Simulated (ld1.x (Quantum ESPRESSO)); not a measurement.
**erbium: excitation energies, all-electron against TM**

```json
{"Element": "erbium (Er)", "Generator": "ld1.x (Quantum ESPRESSO) 7.5", "Type": "norm-conserving Troullier–Martins (Kleinman–Bylander form)", "Functional": "PBEsol", "Relativity": "scalar-relativistic", "Frozen core": "[Kr] 4d10", "Valence charge": "22", "Reference configuration": "4f12 5s2 5p6 5d0 6s1.5 6p0 (charge +0.5)", "Partial waves": "5s (bound): rc 2.15 bohr; 5p (bound): rc 2.40 bohr; 4f (bound): rc 0.85 bohr; 5d (bound, empty): rc 2.00 bohr", "Local potential": "the d channel", "Core correction": "a·sin(br)/r model core inside 0.70 bohr"}
```

Occupied shells without a wave of their own: 6s. They enter only through the test configuration that unscreens the potential, and ld1.x also counts them in the model core charge.

Energies are relative to the spin-unpolarised reference configuration 4f12 5s2 5p6 5d0 6s1.5 6p0; without spin polarisation the order of configurations can differ from experiment.

ld1.x takes every shell without a wave as core, so the model core holds the 6s electrons as well and exchange and correlation see them twice. This cancels in the reference configuration, but the file is broken for other ones, and its errors say nothing about a proper core correction.

| valence configuration | charge | ΔE all-electron (eV) | error AE − PS (meV) |
| --- | --- | --- | --- |
| 4f12 5s2 5p6 5d0 6s2 6p0 | 0 | -2.547 | -139 |
| 4f12 5s2 5p6 5d0 6s1 6p0 | +1 | 3.849 | +103 |
| 4f12 5s2 5p6 5d0 6s0 6p0 | +2 | 15.687 | +118 |
| 4f11 5s2 5p6 5d0 6s2 6p0 | +1 | 7.914 | -239 |
| 4f12 5s2 5p6 5d0 6s0 6p1 | +1 | 7.455 | +623 |
| 4f12 5s1 5p6 5d0 6s2 6p0 | +1 | 55.381 | -273 |
| 4f11 5s2 5p6 5d0 6s0 6p0 | +3 | 41.942 | +320 |
